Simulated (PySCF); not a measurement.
Excitations are Tamm–Dancoff values on a coarser integration grid. The basis has no diffuse functions, so Rydberg states are missing or too high.

**C₃H₈OSi, SMILES `C(/[SiH3])=C(/C)O` (C–C–O–H torsion 180°) (charge 0, multiplicity 1)**

The numbers are results of PBE-D3(BJ)/def2-TZVP // PBE0-D3(BJ)/def2-TZVP (PySCF), not measurements.

- HOMO = -5.56 eV
- dipole moment = 2.81 D
- HOMO–LUMO gap = 4.64 eV
- LUMO = -0.91 eV
- S1 excitation (TDA) = 5.30 eV
- S1 oscillator strength = 0.000
- brightest of the four lowest singlets (TDA) = 6.05 eV
- T1 excitation (TDA) = 3.98 eV
- S1–T1 gap (TDA) = 1.32 eV
- total energy = -483.5241 Ha
- cost = about 4 core-minutes (a rough figure)

```xyz
13

C     -1.1343     0.4933     0.8358
C     -0.8099    -0.1711    -0.4591
O     -1.8869    -0.4773    -1.2283
C      0.4172    -0.4724    -0.8944
Si     1.9804    -0.1269     0.0224
H     -0.2389     0.7175     1.4141
H     -1.7783    -0.1496     1.4454
H     -1.6679     1.4336     0.6607
H     -2.6925    -0.2007    -0.7837
H      0.4763    -0.9576    -1.8651
H      3.1313    -0.6077    -0.7857
H      2.1762     1.3274     0.2896
H      2.0273    -0.8086     1.3483
```
